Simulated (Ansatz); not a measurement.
Relaxation of CH₇GaO (10 atoms, charge 0, multiplicity 1), to a largest force component of 0.03 eV/Å in at most 50 steps.

These are results of RKS PBE0/def2-SVP (Ansatz 0.2.0), not measurements.

```xyz
10
Properties=species:S:1:pos:R:3:forces:R:3
Ga -0.002 -0.573 -0.511 -0.11 0.06 -0.07
C -0.001 -0.294 2.660 0.01 -0.11 0.08
H -0.967 -0.284 3.183 0.02 0.01 -0.03
H 0.808 -0.477 3.382 -0.03 0.03 -0.04
H 0.162 0.682 2.180 0.01 0.02 -0.01
H 1.234 0.326 -0.826 -0.03 -0.02 0.01
O -1.559 0.117 -1.083 0.11 -0.14 0.08
H -2.319 -0.447 -0.902 0.02 0.06 -0.03
H -0.035 -1.950 0.236 0.00 -0.15 -0.40
H -0.001 -1.106 1.909 0.00 0.24 0.42
```

Task: Where does it end, and by what steps?

Result: The forces met the threshold. The force dipped under the threshold on the way, but the program's further checks kept it going. After 8 steps the energy has fallen by 0.136 eV; H9 moved furthest, 0.68 Å.

```
step  energy less start (eV)  largest force component (eV/Å)  accepted
   0                  0.0000                           0.416       yes
   1                 -0.0818                           0.201       yes
   2                 -0.1164                           0.205       yes
   3                 -0.1290                           0.093       yes
   4                 -0.1271                           0.201        no
   5                 -0.1326                           0.049       yes
   6                 -0.1352                           0.020       yes
   7                 -0.1356                           0.038       yes
   8                 -0.1358                           0.017       yes
```

```xyz
10
Properties=species:S:1:pos:R:3
Ga -0.022 -0.646 -0.607
C 0.018 -0.250 2.749
H -0.980 -0.183 3.201
H 0.786 -0.200 3.533
H 0.161 0.592 2.057
H 1.204 0.317 -0.635
O -1.574 0.177 -0.943
H -2.342 -0.402 -0.957
H -0.046 -2.200 -0.392
H 0.114 -1.211 2.222
```

Time of the run: 21 s on 2 threads of Arm Neoverse V1, with other jobs on the host, peak memory 0.19 GiB.
